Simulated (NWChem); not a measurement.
# CH5F2NOSi; SMILES NC[Si](O)(F)F

```xyz
11

N     -0.0359     2.3938    -0.1184
C     -0.6563     1.2691     0.5770
Si    -0.0051    -0.3894     0.0565
O      1.6153    -0.4210     0.3074
F     -0.7173    -1.6285     0.8110
F     -0.2963    -0.6434    -1.5163
H      0.9744     2.3751     0.0101
H     -0.1978     2.3274    -1.1216
H     -1.7490     1.2992     0.4259
H     -0.5207     1.3888     1.6658
H      2.1272    -1.1617    -0.0304
```
Atoms are numbered in this order, from 1.

Results from NWChem. The geometry was optimised at PBE0/def2-SVP. Level: PBE0/def2-SVP with SMD (1 M gas to 1 M solution), gas-phase geometry. Reactions with the solvent are ignored.

Question: Predict the results for solvent water. Quantities: solvation free energy (kcal/mol); cavity-dispersion-structure term (kcal/mol); dipole in solution (D).

Answer: 
```yaml
solvation free energy (kcal/mol): -7.5
cavity-dispersion-structure term (kcal/mol): 3.5
dipole in solution (D): 1.69
```
